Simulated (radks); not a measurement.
Neutral helium inside a hard spherical wall (all orbitals vanish at R), configuration held at [He] and not refilled when levels cross. Calculated with a radial shooting solver on a logarithmic mesh with Libxc functionals: non-relativistic Kohn-Sham, PBE, spin-polarised, spherical densities, point nucleus. Eigenvalues in eV for spin up, with the zero of energy where the potential of the charges vanishes at infinity; a dash marks a level that is unbound or too diffuse for the functional's potential to be trusted. A positive occupied level is held by the wall or, in an anion where self-interaction has pushed it up, behind a barrier. The pressure on the wall is -dE/dV.

| R (bohr) | E (hartree) | kinetic (hartree) | e(1s) | e(2s, empty) | e(2p, empty) | pressure (GPa) |
|---|---|---|---|---|---|---|
| free | -2.89293 | 2.856 | -15.763 | - | - | 0 |
| 20 | -2.89293 | 2.856 | -15.763 | - | - | < 0.0001 |
| 12 | -2.89293 | 2.856 | -15.763 | - | - | < 0.0001 |
| 10 | -2.89293 | 2.856 | -15.763 | - | - | < 0.0001 |
| 8 | -2.89293 | 2.856 | -15.763 | 1.775 | 2.804 | < 0.0001 |
| 7 | -2.89293 | 2.856 | -15.762 | 2.561 | 3.571 | 0.000808 |
| 6 | -2.89287 | 2.857 | -15.755 | 3.967 | 4.800 | 0.00928 |
| 5 | -2.89238 | 2.861 | -15.708 | 6.739 | 6.963 | 0.111 |
| 4 | -2.88837 | 2.889 | -15.440 | 12.905 | 11.232 | 1.40 |
| 2.5 | -2.78620 | 3.318 | -11.684 | 47.468 | 31.770 | 85.8 |
